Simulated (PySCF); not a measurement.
C2H6BFN2.
Geometry (GFN2-xTB, Å), atoms numbered from 1 in this order:
```xyz
12
C2H6BFN2 angstrom
C     -1.2855    0.6103   -0.1690
N     -0.4720   -0.4169    0.4775
B      1.0001   -0.7364   -0.2391
F      1.5051   -1.7334    0.5840
C      1.7891    0.6096   -0.1488
N      2.3191    1.6264   -0.0958
H     -2.2234    0.7776    0.3624
H     -1.5022    0.3038   -1.1903
H     -0.7187    1.5392   -0.2044
H     -0.9571   -1.3118    0.5098
H     -0.2482   -0.1543    1.4367
H      0.7948   -1.1147   -1.3492
```

A PySCF run (density fitting, gas phase, GFN2-xTB geometry) gave HOMO -7.11 eV, LUMO -0.75 eV, dipole 7.24 D.

Question: Which of these levels was it?
A. KT3/pcSseg-0
B. PBE0/pcSseg-1
C. WP04/def2-SVP
D. PBE0/def2-SVPD

Answer: A. It is KT3/pcSseg-0. All candidates on this geometry:

| level and settings | kind | basis functions | SCF cycles | E (Eh) | HOMO (eV) | LUMO (eV) | dipole (D) |
| --- | --- | --- | --- | --- | --- | --- | --- |
| KT3/pcSseg-0, grid level 4 | GGA | 66 | 16 | -317.8804 | -7.11 | -0.75 | 7.24 |
| WP04/def2-SVP | global hybrid fitted to proton shifts | 114 | 15 | -320.6894 | -9.65 | -1.50 | 7.22 |
| PBE0/def2-SVPD | global hybrid | 171 | 14 | -313.5204 | -8.73 | -0.42 | 7.14 |
| PBE0/pcSseg-1, grid level 3, start guess huckel | global hybrid | 132 | 20 | -313.7065 | -8.65 | -0.02 | 7.25 |

The nearest other candidate, by the summed differences of HOMO and LUMO, is PBE0/def2-SVPD: its HOMO differs by -1.62 eV and its LUMO by +0.33 eV. Cycle counts include a coarse-grid stage where the run had one. KT3 and WP04 were designed for NMR shieldings or shifts; total energies of different functionals aren't comparable.
